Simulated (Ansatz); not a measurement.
**Energy profile**

The step: BH₃O ([BH2][OH]) + AsH₃ → BAsH₄ ([BH2][AsH2]) + H₂O (still joined by a long B–O bond); bonds formed: B1–As6, O2–H5; bonds broken: H5–As6; bonds weakened to dative contacts: B1–O2 (atoms numbered as in the saddle structure below).

```json
{"atom": "B1", "x (Å)": "-0.4676", "y (Å)": "0.3319", "z (Å)": "-0.7773"}
{"atom": "O2", "x (Å)": "1.0495", "y (Å)": "0.5895", "z (Å)": "-0.8772"}
{"atom": "H3", "x (Å)": "-0.8613", "y (Å)": "-0.5675", "z (Å)": "-1.4648"}
{"atom": "H4", "x (Å)": "-1.0871", "y (Å)": "1.3524", "z (Å)": "-0.7224"}
{"atom": "H5", "x (Å)": "0.5897", "y (Å)": "0.0937", "z (Å)": "0.2268"}
{"atom": "As6", "x (Å)": "-0.8087", "y (Å)": "-0.4832", "z (Å)": "1.2778"}
{"atom": "H7", "x (Å)": "1.4699", "y (Å)": "-0.1367", "z (Å)": "-1.3498"}
{"atom": "H8", "x (Å)": "-0.0661", "y (Å)": "0.4463", "z (Å)": "2.2262"}
{"atom": "H9", "x (Å)": "0.1817", "y (Å)": "-1.6264", "z (Å)": "1.4608"}
```

Electronic energies by CCSD(T) at an estimated basis limit (MP2 extrapolated from triple and quadruple zeta, plus CCSD(T) − MP2 in triple zeta), on PBE0-D4/def2-TZVP structures; BAsH$_{6}$O, closed shell; no counterpoise correction. Program: Ansatz 0.2.0. Basis: def2-TZVPP and def2-QZVPP. Cores are frozen in the correlated methods. Filled d shells of the heavier atoms are correlated. The def2 sets are not built for correlating such inner shells, so the correlated values are less sure here. Extrapolation: Hartree–Fock as exp(−7.88 √X), correlation as X^−2.97.

Give the profile in kJ/mol, counted from the separated reactants. (An estimate is asked for; the value comes from the calculation.)

Computed:
```tsv
point	kJ/mol
separated: BH$_{3}$O (linked as [BH2][OH]; B1, O2, H3, H4, H7; singlet) + AsH$_{3}$ (H5, As6, H8, H9; singlet)	0.0
start structure	-6.4
saddle	162.7
end structure	60.0
separated: BAsH$_{4}$ (linked as [BH2][AsH2]; B1, H3, H4, As6, H8, H9; singlet) + H$_{2}$O (O2, H5, H7; singlet)	115.1
```

The T1 diagnostic stays at or below 0.014.

For scale, one of the runs: CCSD(T)/def2-TZVPP, 194 basis functions, launched by `ansatz run in.yaml --threads 4 --pin off --events-out ev --progress --plain --max-ram 9574MiB`. The run took 64 s on 4 CPU threads of an Arm Neoverse V1 (shared host), with 2.3 GiB of host memory at its peak.
